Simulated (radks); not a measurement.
Task: The table gives one normalised radial function P(r) = r R(r) of Ga0.125+ in [He] 2s2 2p(up 3, down 2.875) 3s2 3p6 3d10 4s2 4p1 (r in bohr). Calculated with a radial shooting solver on a logarithmic mesh with Libxc functionals: scalar-relativistic Kohn-Sham, PBE, spin-polarised, spherical densities, finite nucleus; open shells are filled with parallel spins first; Fermi nuclear charge, rms radius 3.9973 fm.

r	P
0.00434	0.0013
0.005742	0.0021
0.007598	0.0035
0.01005	0.0058
0.01341	0.0097
0.01774	0.0157
0.02347	0.0250
0.03106	0.0385
0.04109	0.0572
0.05437	0.0807
0.07194	0.1060
0.09595	0.1261
0.127	0.1268
0.168	0.0934
0.2223	0.0173
0.2941	-0.0896
0.3891	-0.1865
0.5148	-0.2164
0.6867	-0.1373
0.9085	0.0356
1.202	0.2512
1.591	0.4453
2.105	0.5646
2.785	0.5739
3.684	0.4739
4.914	0.3110
6.502	0.1628
8.603	0.0627
11.38	0.0160

Which n and l does it have? It may be an empty orbital.

Result: n = 4, l = 1: the number of nodes gives n - l - 1 = 2, the rise at small r (about r^(l+1)) gives l, and the extent must fit the shell. The curve is that of 4p up; the table hardly tells the two spins apart. 4p up: eigenvalue -3.792 eV, 2 radial nodes at r = 0.233, 0.864 bohr, <r> = 3.22 bohr, 90 % of the charge inside 5.10 bohr.
